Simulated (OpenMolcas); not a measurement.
# Multiconfigurational calculation on Mo4+

Input:

```
&GATEWAY
Coord
1

Mo 0.0 0.0 0.0
Basis=ANO-RCC-VTZP
Group=XYZ
NoMove
AngMom=0.0 0.0 0.0
AMFI
&SEWARD
* reference wave functions (RASSCF and RASSI steps not shown): 2 electrons in 10 orbitals (4d 5d)
>>> COPY JOB001 $Project.JobIph
&CASPT2
Multistate=10 1 2 3 4 5 6 7 8 9 10
NoMult
Frozen=9 9
IPEA=0.5
Sig2=0.5
MaxIter=60
WThr=0.0 0.3 0.05
PrWF=0.5
NoMix
>>> COPY JOB002 $Project.JobIph
&CASPT2
Multistate=15 1 2 3 4 5 6 7 8 9 10 11 12 13 14 15
NoMult
Frozen=9 9
IPEA=0.5
Sig2=0.5
MaxIter=60
WThr=0.0 0.3 0.05
PrWF=0.5
NoMix
```

Launched by
```bash
OMP_NUM_THREADS=1 MOLCAS_MEM=2252 MOLCAS_PROJECT=a pymolcas a.inp > a.log  # once for each step of the input, in one work folder
```

Output, cut to the results:

```
--- CASPT2 ---
Orbital specifications:
      -----------------------

      Symmetry species                           1   2
                                                ag  au
      Frozen orbitals                            9   9
      Inactive orbitals                          0   0
      Active orbitals                           10   0
      Secondary orbitals                        17  23
      Deleted orbitals                           0   0
      Number of basis functions                 36  32
Type of calculation                        SS-CASPT2
      Fock operator                              state-specific
      IPEA shift                                 0.50
      Real shift                                 0.00
      Imaginary shift                            0.00
      Sigma^2 regularizer                        0.50
      The input orbitals will be transformed to quasi-canonical
Reference energy:       -4042.5098592186
      E2 (Non-variational):      -0.0041625414
      Shift correction:          -0.0000000020
      E2 (Variational):          -0.0041625435
      Total energy:           -4042.5140217621
      Residual norm:              0.0000000956
      Reference weight:           0.99884
      Contributions to the CASPT2 correlation energy
      Active & Virtual Only:         -0.0041625414
      One Inactive Excited:           0.0000000000
      Two Inactive Excited:           0.0000000000
Reference energy:       -4042.5098592186
      E2 (Non-variational):      -0.0042826337
      Shift correction:          -0.0000000033
      E2 (Variational):          -0.0042826370
      Total energy:           -4042.5141418556
      Residual norm:              0.0000001406
      Reference weight:           0.99876
      Contributions to the CASPT2 correlation energy
      Active & Virtual Only:         -0.0042826337
      One Inactive Excited:           0.0000000000
      Two Inactive Excited:           0.0000000000
::    CASPT2 Root  1     Total energy:  -4042.51402176
::    CASPT2 Root  2     Total energy:  -4042.51414186
::    CASPT2 Root  3     Total energy:  -4042.51409420
::    CASPT2 Root  4     Total energy:  -4042.51408851
::    CASPT2 Root  5     Total energy:  -4042.51403884
::    CASPT2 Root  6     Total energy:  -4042.51394694
::    CASPT2 Root  7     Total energy:  -4042.51404694
::    CASPT2 Root  8     Total energy:  -4042.46219076
::    CASPT2 Root  9     Total energy:  -4042.46219076
::    CASPT2 Root 10     Total energy:  -4042.46219076
--- CASPT2 ---
Orbital specifications:
      -----------------------

      Symmetry species                           1   2
                                                ag  au
      Frozen orbitals                            9   9
      Inactive orbitals                          0   0
      Active orbitals                           10   0
      Secondary orbitals                        17  23
      Deleted orbitals                           0   0
      Number of basis functions                 36  32
Type of calculation                        SS-CASPT2
      Fock operator                              state-specific
      IPEA shift                                 0.50
      Real shift                                 0.00
      Imaginary shift                            0.00
      Sigma^2 regularizer                        0.50
      The input orbitals will be transformed to quasi-canonical
Reference energy:       -4042.4590838230
      E2 (Non-variational):      -0.0132171609
      Shift correction:          -0.0003159946
      E2 (Variational):          -0.0135331555
      Total energy:           -4042.4726169785
      Residual norm:              0.0000003394
      Reference weight:           0.99544
      Contributions to the CASPT2 correlation energy
      Active & Virtual Only:         -0.0132171609
      One Inactive Excited:           0.0000000000
      Two Inactive Excited:           0.0000000000
Reference energy:       -4042.4590838230
      E2 (Non-variational):      -0.0132171263
      Shift correction:          -0.0003159948
      E2 (Variational):          -0.0135331212
      Total energy:           -4042.4726169442
      Residual norm:              0.0000003370
      Reference weight:           0.99544
      Contributions to the CASPT2 correlation energy
      Active & Virtual Only:         -0.0132171263
      One Inactive Excited:           0.0000000000
      Two Inactive Excited:           0.0000000000
::    CASPT2 Root  1     Total energy:  -4042.47261698
::    CASPT2 Root  2     Total energy:  -4042.47261694
::    CASPT2 Root  3     Total energy:  -4042.47261694
::    CASPT2 Root  4     Total energy:  -4042.47261695
::    CASPT2 Root  5     Total energy:  -4042.47261699
::    CASPT2 Root  6     Total energy:  -4042.44014781
::    CASPT2 Root  7     Total energy:  -4042.44023574
::    CASPT2 Root  8     Total energy:  -4042.44014373
::    CASPT2 Root  9     Total energy:  -4042.44027202
::    CASPT2 Root 10     Total energy:  -4042.44014871
::    CASPT2 Root 11     Total energy:  -4042.44046642
::    CASPT2 Root 12     Total energy:  -4042.44036860
::    CASPT2 Root 13     Total energy:  -4042.44006631
::    CASPT2 Root 14     Total energy:  -4042.44009965
::    CASPT2 Root 15     Total energy:  -4042.35521890
```

Levels above the lowest, from the spin-orbit matrix with the single-state CASPT2 energies, averaged by term, on its diagonal:

| Configuration | Term | J | E (cm⁻¹) | Measured (cm⁻¹) | g | Term weight % |
| --- | --- | --- | --- | --- | --- | --- |
| 4d² | ³F | 2 | 0.0 | 0.0 | 0.671 | 98 |
| 4d² | ³F | 3 | 1522 | 1578 | 1.084 | 100 |
| 4d² | ³F | 4 | 3270 | 3357 | 1.250 | 100 |
| 4d² | ¹D | 2 | 10710 | 10190 | 1.068 | 84 |
| 4d² | ³P | 0 | 12280 | 11161 |  | 99 |
| 4d² | ³P | 1 | 12910 | 11807 | 1.501 | 100 |
| 4d² | ³P | 2 | 14320 | 13408 | 1.428 | 85 |
| 4d² | ¹G | 4 | 18230 | 16354 | 1.001 | 100 |
| 4d² | ¹S | 0 | 37020 | 37738 |  | 99 |

Against the 8 measured excited levels shown (Sugar and Musgrove, J. Phys. Chem. Ref. Data 17, 155 (1988)) the mean absolute deviation is 800 cm-1; the largest miss in energy is 4d² ¹G₄: computed 18230, measured 16354 cm⁻¹ (+11.5 %).

CASPT2 breaks the degeneracy within a term, and the mean is taken; among the terms shown or strongly mixed into the levels shown the widest spread is 88 cm-1 (4d² ¹G). Terms from blocks run as CI alone lack orbitals of their own. Active for correlation alone: 5d; no level in the range computed is led by a configuration that fills it, so any true level of that kind is missing. Computed and measured levels are paired by configuration, term and J; levels that our copy of the source lacks, or whose pairing is in doubt (as where it misses far off the trend of its configuration), stay unpaired and out of the deviations. Only configurations of the active space appear. The first state left out of the spin-orbit step lies near 250000 cm-1 above the lowest spin-free state of the reference (among the parities and spins computed), and the list stops at four fifths of that energy or lower.

The term weight is that of the spin-free term in the level, not the purity of its configuration.
